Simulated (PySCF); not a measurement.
Ligand exchange on a metal centre used in film growth or etching (Zn OH-NH2). Gas-phase values, no solvent. One relaxed conformer stands for each flexible species; it need not be the lowest.

The charge on the central atom (meta-Löwdin) from two functionals at the same geometries (PBE-D3(BJ)/def2-SVP), both in PySCF: PBE-D3(BJ)/def2-TZVP and TPSSh-D3(BJ)/def2-TZVP. 

```json
[
 {"species": "0 of 2 OH replaced by NH2 ([Zn(OH)2])", "TPSSh-D3(BJ)/def2-TZVP (e)": "1.28"},
 {"species": "1 of 2 OH replaced by NH2 ([Zn(OH)(NH2)])", "TPSSh-D3(BJ)/def2-TZVP (e)": "1.19"},
 {"species": "2 of 2 OH replaced by NH2 ([Zn(NH2)2])", "TPSSh-D3(BJ)/def2-TZVP (e)": "1.12"}
]
```

Task: What does PBE-D3(BJ)/def2-TZVP give for each?

Result: 
- 0 of 2 OH replaced by NH2 ([Zn(OH)2]): 1.23
- 1 of 2 OH replaced by NH2 ([Zn(OH)(NH2)]): 1.14
- 2 of 2 OH replaced by NH2 ([Zn(NH2)2]): 1.07
Over these rows, drawn at random from the members with no instability flagged (it was tested for open shells, ions and some series alone), PBE minus TPSSh-D3(BJ): mean -0.05 e, from -0.05 e to -0.05 e.
